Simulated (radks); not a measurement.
Values are calculated unless marked as measured or tabulated.
Effect of the nuclear size on neutral platinum, [Xe] 4f14 5d9 6s1. Code: a radial shooting solver on a logarithmic mesh with Libxc functionals. Model: Dirac Kohn-Sham, PBE, spin-unpolarised, spherical densities, finite nucleus; open shells are shared between the two j in proportion to 2j + 1; Fermi nuclear charge, rms radius 5.427 fm. The rms radius is varied about that value; shifts are against it.

| rms radius (fm) | total energy shift (eV) | density at nucleus (e/bohr^3) | 1s1/2 shift (meV) | 2s1/2 shift (meV) | 5s1/2 shift (meV) | 5p1/2 shift (meV) | 6s1/2 shift (meV) | 5d5/2 shift (meV) | 6p1/2 (empty) shift (meV) |
|---|---|---|---|---|---|---|---|---|---|
| 4.4881 | -28.2 | 2.126e+06 | -11300 | -1660 | -18.0 | 0.054 | -1.35 | 0.527 | 0.151 |
| 5.0308 | -12.3 | 2.033e+06 | -4940 | -722 | -7.83 | 0.023 | -0.589 | 0.230 | 0.066 |
| 5.427 | 0 | 1.974e+06 | 0.000 | 0.000 | 0.000 | 0.000 | 0.000 | 0.000 | 0.000 |
| 5.7201 | 9.45 | 1.934e+06 | 3800 | 556 | 6.02 | -0.017 | 0.453 | -0.177 | -0.050 |
| 6.6047 | 39.8 | 1.829e+06 | 16000 | 2340 | 25.4 | -0.069 | 1.91 | -0.745 | -0.212 |

Slopes of the eigenvalues against <r^2> in GHz/fm^2, as finite differences over the two radii next to the reference (eigenvalue slopes, not the field-shift constants of lines): 1s1/2 285000, 2s1/2 41700, 5s1/2 452, 5p1/2 -1.31, 6s1/2 34.0, 5d5/2 -13.3, 6p1/2 (empty) -3.79.
